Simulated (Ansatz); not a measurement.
Single points on Pt2Au3⁺.

```yaml
crystal:
  periodic: [false, false, false]
  atoms:
    - {symbol: Pt, position_ang: [-1.146332, 1.240277, 1.195985]}
    - {symbol: Pt, position_ang: [0.157110, 0.093421, -0.523874]}
    - {symbol: Au, position_ang: [-0.145916, -2.519760, -0.274552]}
    - {symbol: Au, position_ang: [-0.952094, 2.496000, -1.008568]}
    - {symbol: Au, position_ang: [2.087232, -1.309948, 0.611009]}
basis:
  gaussian: {orbitals: def2-TZVP, initial_orbitals: start.molden}
total_charge: 1
hamiltonian: {xc: pbe0, dispersion: d4}
scf: {omitted_lower_state_checks: [starts]}
output: {orbitals: {seedname: orbitals}}
```

The file start.molden holds the orbitals of an earlier run on this structure, at another level or in another basis.

```sh
$ ansatz run in.yaml --threads 4 --pin off --events-out ev --progress --plain --max-ram 4787MiB
```

Shortened log:

```
Functional definition: PBE0
2061 factors; their error is unknown
mean field evaluation 1: about -17568.8959 eV, gradient 3.9e1 eV
mean field evaluation 2: about -17569.3495 eV, gradient 6.8e-1 eV
mean field evaluation 4: about -17569.5238 eV, gradient 1.4e-1 eV
mean field evaluation 8: about -17569.5239 eV, gradient 1.1e-4 eV
mean field -17569.52387704 eV, -645.6680934302 hartree, gradient 5.2e-5 eV, S^2 0.000000; 0 other end points of the search recorded, 0 dependent functions left out
reference -17569.52392218 eV, -645.6680950891 hartree; 46, 46 occupied and 154, 154 virtual orbitals, 2061 factors
Total energy: -17569.83596224 eV, -645.6795623496 hartree
Checks for a lower state left out: starts
```

Hardware: 4 threads of Intel Xeon on a shared host. Wall time 15 s, peak host memory 0.87 GiB.

First input, but with `correlation: {method: mp2}` and without the key `hamiltonian` (abridged; 82 s):

```
Functional definition: HF
mean field -17442.85651919 eV, -641.0131538876 hartree, gradient 3.1e-6 eV, S^2 0.000000; unrestricted orbitals would lower it
mean field evaluation 16: about -17443.7686 eV, gradient 8.1e-1 eV
mean field evaluation 32: about -17443.8647 eV, gradient 6.0e-2 eV
unrestricted determinant -17443.86604526 eV, -641.0502532864 hartree, S^2 0.9938
second order -59.89270006 eV of doubles, -0.00000000 eV of singles
Total energy: -17502.74921925 eV, -643.2141700180 hartree
Checks for a lower state left out: starts
```

As the first input, with `hamiltonian: {xc: {name: BHLYP}, dispersion: d4}` (abridged; 22 s):

```
Functional definition: BHLYP
mean field -17550.60847723 eV, -644.9729653086 hartree, gradient 2.1e-5 eV, S^2 0.000000
Total energy: -17551.32390249 eV, -644.9992567019 hartree
Checks for a lower state left out: starts
```

First input, but with `hamiltonian: {xc: r2scan, dispersion: d4}` (abridged; 14 s):

```
Functional definition: r2SCAN
mean field -17578.34465814 eV, -645.9922511569 hartree, gradient 2.7e-5 eV, S^2 0.000000
Total energy: -17578.41276813 eV, -645.9947541525 hartree
Checks for a lower state left out: starts
```

As the first input, with `hamiltonian: {xc: lda}` (abridged; 6.5 s):

```
Functional definition: SPW92
mean field -17546.26808402 eV, -644.8134588001 hartree, gradient 9.9e-6 eV, S^2 0.000000
Total energy: -17546.26814046 eV, -644.8134608742 hartree
Checks for a lower state left out: starts
```

First input, but with `gaussian: {orbitals: def2-SVP, initial_orbitals: start.molden}`, `correlation: {method: ccsd_t}` and without the key `hamiltonian` (abridged; 14 min):

```
Functional definition: HF
mean field evaluation 16: about -17428.1844 eV, gradient 4.0e1 eV
mean field evaluation 32: about -17423.7162 eV, gradient 8.1e1 eV
mean field evaluation 64: about -17433.6037 eV, gradient 7.0e0 eV
mean field evaluation 96: about -17439.8835 eV, gradient 4.3e-2 eV
mean field evaluation 128: about -17439.4338 eV, gradient 5.5e0 eV
mean field evaluation 160: about -17438.9102 eV, gradient 2.6e0 eV
mean field -17441.73921600 eV, -640.9720937525 hartree, gradient 2.6e-6 eV, S^2 0.000000; 1 other end points of the search recorded, 0 dependent functions left out; unrestricted orbitals would lower it
mean field evaluation 192: about -17442.2843 eV, gradient 2.6e0 eV
determinant -17441.73921600 eV, -640.9720937525 hartree, with singles and doubles -17487.28858837 eV, -642.6460023126 hartree
determinant -17439.88356974 eV, -640.9039000104 hartree, with singles and doubles -17485.98260883 eV, -642.5980084497 hartree
mean field evaluation 224: about -17441.7388 eV, gradient 5.8e-2 eV
mean field evaluation 256: about -17442.7939 eV, gradient 2.6e-3 eV
mean field evaluation 288: about -17442.7535 eV, gradient 1.1e-1 eV
[...]
cycle   2  -45.57301843 eV  change   -7.6e-4 eV  update   7.8e-3
cycle   3  -45.56310401 eV  change    9.9e-3 eV  update   7.2e-3
cycle   4  -45.58188548 eV  change   -1.9e-2 eV  update   2.1e-3
cycle   5  -45.58753866 eV  change   -5.7e-3 eV  update   1.7e-3
cycle   6  -45.58313177 eV  change    4.4e-3 eV  update   1.1e-3
cycle   7  -45.58213498 eV  change    1.0e-3 eV  update   8.9e-4
cycle   8  -45.58340715 eV  change   -1.3e-3 eV  update   6.1e-4
cycle   9  -45.58346902 eV  change   -6.2e-5 eV  update   5.3e-4
cycle  10  -45.58329996 eV  change    1.7e-4 eV  update   3.9e-4
cycle  11  -45.58397147 eV  change   -6.7e-4 eV  update   2.9e-4
cycle  12  -45.58361690 eV  change    3.5e-4 eV  update   2.0e-4
cycle  13  -45.58344688 eV  change    1.7e-4 eV  update   1.3e-4
cycle  14  -45.58345509 eV  change   -8.2e-6 eV  update   8.0e-5
perturbative correction -1.72577296 eV, -0.0634209865 hartree
Total energy: -17489.04844405 eV, -642.7106758159 hartree
Checks for a lower state left out: starts
```

The first input with `gaussian: {orbitals: def2-SVP, initial_orbitals: start.molden}`, `hamiltonian: {xc: pbe, dispersion: d4}` (abridged; 6 s):

```
Functional definition: PBE
mean field -17575.75893441 eV, -645.8972275623 hartree, gradient 2.0e-5 eV, S^2 0.000000
Total energy: -17576.11650855 eV, -645.9103681696 hartree
Checks for a lower state left out: starts
```

Geometry: PBE-D4/def2-SVP.

In the def2 sets Au, Pt take a core potential; there is no spin–orbit coupling. Correlated methods freeze no core orbitals; core or outer-core shells of Pt, Au are correlated, in sets that lack core-valence functions. The restricted singlet is unstable towards broken spin symmetry in Hartree–Fock (as tested in another run); at PBE0-D4/def2-TZVP, BHLYP-D4/def2-TZVP, r2SCAN-D4/def2-TZVP, LDA (SPW92)/def2-TZVP and others this wasn't settled. At MP2/def2-TZVP, CCSD(T)/def2-SVP the restricted singlet (for correlated methods, its reference) is unstable: a solution with broken spin symmetry lies lower. The structure comes from a short search, and lower isomers may exist.
